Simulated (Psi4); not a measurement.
C₄H₈AlCl, singlet, geometry from GFN2-xTB (such geometries of metal compounds can be far from the true shape), atoms displaced at random by about 0.03 Å a coordinate; Psi4 with R2SCAN/STO-3G, gradient.

Here is a job for Psi4.
```
memory 2 GB

molecule mol {
0 1
  Al   -0.057062    0.097168    0.316639
  Cl   -0.686579    0.689171    2.162369
  C     1.853164    0.451087   -0.277651
  C     2.237058   -0.040908   -1.641759
  H     2.457550    0.032463    0.482365
  H     2.014545    1.531568   -0.170727
  H     1.626893    0.406950   -2.458475
  H     2.109399   -1.055226   -1.717478
  H     3.264058    0.203882   -1.815891
  C    -1.530032   -0.825537   -0.808463
  C    -1.415115   -1.327424   -2.051548
  H    -2.465308   -0.921272   -0.344655
  H    -2.179302   -1.809405   -2.560194
  H    -0.413771   -1.200118   -2.548062
symmetry c1
no_reorient
no_com
}

set basis sto-3g
set reference rks

gradient('r2scan')
print_variables()
```

**Question.** Predict the main parts of the log of this Psi4 run.

**Answer.** 
```
gradient() will perform analytic gradient computation.

   => Loading Basis Set <=

    Name: STO-3G
    Role: ORBITAL
    Keyword: BASIS

         ---------------------------------------------------------
                                   SCF
               by Justin Turney, Rob Parrish, Andy Simmonett
                          and Daniel G. A. Smith
                              RKS Reference
         ---------------------------------------------------------

  ==> Geometry <==

    Molecular point group: c1
    Full point group: C1

    Geometry (in Angstrom), charge = 0, multiplicity = 1:

       Center              X                  Y                   Z               Mass
    ------------   -----------------  -----------------  -----------------  -----------------
         AL          -0.057062000000     0.097168000000     0.316639000000    26.981538530000
         CL          -0.686579000000     0.689171000000     2.162369000000    34.968852682000
         C            1.853164000000     0.451087000000    -0.277651000000    12.000000000000
         C            2.237058000000    -0.040908000000    -1.641759000000    12.000000000000
         H            2.457550000000     0.032463000000     0.482365000000     1.007825032230
         H            2.014545000000     1.531568000000    -0.170727000000     1.007825032230
         H            1.626893000000     0.406950000000    -2.458475000000     1.007825032230
         H            2.109399000000    -1.055226000000    -1.717478000000     1.007825032230
         H            3.264058000000     0.203882000000    -1.815891000000     1.007825032230
         C           -1.530032000000    -0.825537000000    -0.808463000000    12.000000000000
         C           -1.415115000000    -1.327424000000    -2.051548000000    12.000000000000
         H           -2.465308000000    -0.921272000000    -0.344655000000     1.007825032230
         H           -2.179302000000    -1.809405000000    -2.560194000000     1.007825032230
         H           -0.413771000000    -1.200118000000    -2.548062000000     1.007825032230

  Running in c1 symmetry.

  Rotational constants: A =      0.07864  B =      0.04967  C =      0.03077 [cm^-1]
  Rotational constants: A =   2357.68735  B =   1489.00860  C =    922.45050 [MHz]
  Nuclear repulsion =  311.240154002842701

  Charge       = 0
  Multiplicity = 1
  Electrons    = 62
  Nalpha       = 31
  Nbeta        = 31

  ==> Algorithm <==

  SCF Algorithm Type is DF.
[...]
  @DF-RKS Final Energy:  -849.98672419029526
    Total Energy =                       -849.9867241902952628
[...]
    J. W. Furness, A. D. Kaplan, J. Ning, J. P. Perdew, J. Sun  J. Phys. Chem. Lett.  11, 8208–8215, 2020

    Deriv               =              1
    GGA                 =           TRUE
    Meta                =           TRUE

    Exchange Hybrid     =          FALSE
    MP2 Hybrid          =          FALSE

   => Exchange Functionals <=

    1.0000   XC_MGGA_X_R2SCAN

   => Correlation Functionals <=

    1.0000   XC_MGGA_C_R2SCAN

   => LibXC Density Thresholds  <==

    XC_MGGA_C_R2SCAN:  1.00E-15
    XC_MGGA_X_R2SCAN:  1.00E-11

   => Molecular Quadrature <=

    Radial Scheme          =       TREUTLER
    Pruning Scheme         =           NONE
    Nuclear Scheme         =       TREUTLER

    Blocking Scheme        =         OCTREE
    BS radius alpha        =              1
    Pruning alpha          =              1
    Radial Points          =             75
    Spherical Points       =            302
    Total Points           =         294251
    Total Blocks           =           2243
    Max Points             =            255
    Max Functions          =             42
    Weights Tolerance      =       1.00E-15

  -Total Gradient:
     Atom            X                  Y                   Z
    ------   -----------------  -----------------  -----------------
       1       -0.001040025897     0.024585907190     0.067278544789
       2        0.005107013905    -0.006965153804    -0.020917150150
       3        0.074824900134    -0.022136455778    -0.027092661176
       4        0.013249942849    -0.057305566435     0.020741956773
       5       -0.025622041834     0.019928599915    -0.021906555516
       6       -0.000042907788    -0.003540404239     0.005723268611
       7       -0.006899993210    -0.000188134002    -0.009702052197
       8        0.004226745004     0.071673307871     0.005223913322
       9       -0.024584520950    -0.002572355455     0.010976419120
      10       -0.069548803856    -0.023006391359    -0.004531641612
      11       -0.074569287278    -0.042059701566    -0.038341350759
      12        0.043286002068     0.005360836742    -0.022240848275
      13        0.039999524517     0.025618264063     0.030662066768
      14        0.022708559404     0.009820139482     0.001652874030

  Variable Map:
  ----------------------------------------------------------------------------
[...]
  Array Variable Map:
  ----------------------------------------------------------------------------
[...]
[...]
```
